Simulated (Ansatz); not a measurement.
`O[Si](O)(O)O` + `N[Si](O)(O)O` → `O[Si](O)(O)N[Si](O)(O)O` + H₂O  (ligand exchange at the Si–O bond)

Isolated molecules relaxed with PBE0-D4/def2-TZVP in Ansatz; ΔE leaves out vibrations. CCSD(T)/CBS adds triple-zeta CCSD(T) − MP2 to the extrapolated MP2 energy (def2 sets, frozen cores). This one scheme is used for every species. Functionals use def2-TZVPP. HSE06 is defined as in plane-wave codes. One conformer a species, not always the lowest.

| level | ΔE (kcal/mol) |
| --- | --- |
| ωB97X-V | 6.8 |
| r2SCAN | 7.7 |
| PBE0 | 7.6 |
| HSE06 | 7.6 |
| HF/def2-SVP | 7.4 |
| CCSD/def2-SVP | 4.3 |
| MP2/def2-TZVPP | 6.2 |
| CCSD/CBS(def2) | 6.9 |

Task: What does CCSD(T)/CBS give? (An estimate is asked.)

Result: Ansatz gave: +6.0 kcal/mol. The listed levels differ from it by 0.8, 1.7, 1.6, 1.6, 1.4, -1.7, 0.2, 0.9 kcal/mol.

Largest T1 diagnostic among the species: 0.011.

In def2-TZVPP, CCSD(T) changes the Hartree–Fock value by −5.2 kcal/mol (the triples alone add −0.9 kcal/mol) and MP2 by −5.3 kcal/mol. The D4 term adds −3.6 kcal/mol with B3LYP and −2.1 kcal/mol with PBE0; it sums over pairs of atoms, weighted by their polarisabilities, and B3LYP, whose exchange is more repulsive, gets the larger term.

B3LYP here is the variant with VWN-RPA as its local correlation; programs differ in this.
